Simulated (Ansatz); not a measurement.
Calculated with Ansatz (gas phase, PBE0-D4/def2-TZVP geometries, no zero-point term in ΔE). CCSD(T)/CBS is the MP2 limit (def2-TZVPP, def2-QZVPP) plus CCSD(T) − MP2 in def2-TZVPP, frozen cores. This one scheme is used for every species. Functionals use def2-TZVPP. Triplets are unrestricted, without spin–orbit coupling.

`C[Si]1(Cl)CS1` → `Cl[SiH]1CS1` + `[CH2]` (triplet)  (formal loss of a carbene)

`C[Si]1(Cl)CS1`:

Z-matrix (Å, degrees):
```
C
Si 1 1.847
H 1 1.091 2 109.6
H 1 1.092 2 110.4 3 120.6
H 1 1.092 2 110.2 3 -119.7
Cl 2 2.046 1 110.0 3 -177.0
C 2 1.828 1 123.6 3 -31.4
S 2 2.073 1 121.6 3 38.0
H 7 1.086 2 119.8 1 -147.3
H 7 1.086 2 121.2 1 4.7
```

`Cl[SiH]1CS1`:

Cartesian coordinates in Å:
```
Cl -0.290 -2.396 0.733
Si -0.069 -0.371 0.759
C -0.046 0.548 -0.820
S 1.643 0.509 0.005
H -0.710 0.165 1.971
H -0.067 -0.003 -1.755
H -0.461 1.549 -0.893
```

`[CH2]` (triplet):

Cartesian coordinates in Å:
```
C 0.032 -0.064 -0.267
H -0.336 -0.893 0.318
H 0.305 0.957 -0.052
```

Question: Is it downhill or uphill in electronic energy at CCSD(T)/CBS, and by how much? (Best estimate.)

Answer: Computed: Uphill: ΔE = +490.3 kJ/mol.

Question: What do these levels give: ωB97M-V, B2PLYP, r2SCAN, HF/def2-TZVPP, MP2/def2-TZVPP, SCS-MP2/def2-TZVPP, CCSD(T)/def2-TZVPP, HF/def2-QZVPP, MP2/def2-QZVPP, SCS-MP2/def2-QZVPP, MP2/CBS(def2), CCSD/CBS(def2)? (Estimate.)

Answer: Computed: ωB97M-V 494.6, B2PLYP 479.6, r2SCAN 468.0, HF/def2-TZVPP 338.2, MP2/def2-TZVPP 494.6, SCS-MP2/def2-TZVPP 491.4, CCSD(T)/def2-TZVPP 478.4, HF/def2-QZVPP 338.1, MP2/def2-QZVPP 501.4, SCS-MP2/def2-QZVPP 499.6, MP2/CBS(def2) 506.5, CCSD/CBS(def2) 478.5 kJ/mol.

Largest T1 diagnostic among the species: 0.011.

From PBE to PBE0 (25 % exact exchange), in def2-TZVPP and without D4, ΔE moves by −6.6 kJ/mol. The D4 term adds +12.8 kJ/mol with B3LYP and +7.1 kJ/mol with PBE0; it sums over pairs of atoms, weighted by their polarisabilities, and B3LYP, whose exchange is more repulsive, gets the larger term. In def2-TZVPP, CCSD(T) changes the Hartree–Fock value by +140.2 kJ/mol (the triples alone add +11.8 kJ/mol) and MP2 by +156.5 kJ/mol.

B3LYP here is the variant with VWN-RPA as its local correlation; programs differ in this.
